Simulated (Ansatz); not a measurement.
Job for Ansatz (a program for electronic structure): R-wB97X-V/def2-TZVPPD on CHClO (a complex), monomers drawn apart or pushed together. Files ending in .json are basis or fitting sets from the Basis Set Exchange.

Ansatz 0.2 input:
```yaml
crystal:
  periodic: [false, false, false]
  atoms:
    - {symbol: Cl, position_ang: [-0.03322094, 0.05094674, -0.99541496]}
    - {symbol: H, position_ang: [-0.02208516, -0.10406125, 0.28305948]}
    - {symbol: C, position_ang: [0.00494722, -0.48908619, 3.46100768]}
    - {symbol: O, position_ang: [0.01460896, -0.62376636, 4.57552747]}
basis:
  gaussian:
    orbitals: def2-TZVPPD.json
hamiltonian:
  xc: {name: wB97X-V}
scf: {lower_state_search: off}
```

The head of its log:

```
WARN ansatz: RAYON_NUM_THREADS=1 ignored (pool sized by the plan → 1); use --threads N
Functional definition: wB97X-V
these checks for a lower state are left out or cut short: stability, starts, cluster_reference, orbital_swaps, neighbouring_geometries, increment
integrals: 0.06 GiB planned
744 factors; their error is unknown
integrals: 0.09 GiB planned
183 factors; integrals over basis functions are off by at most 7.4e-5 eV
mean field: 0.55 GiB planned
mean field evaluation 1: about -15619.4988 eV, gradient 3.4e1 eV
mean field evaluation 2: about -15618.1807 eV, gradient 4.6e1 eV
```

Problem. Give the final energy of this run.

Solution. -574.0778 hartree.
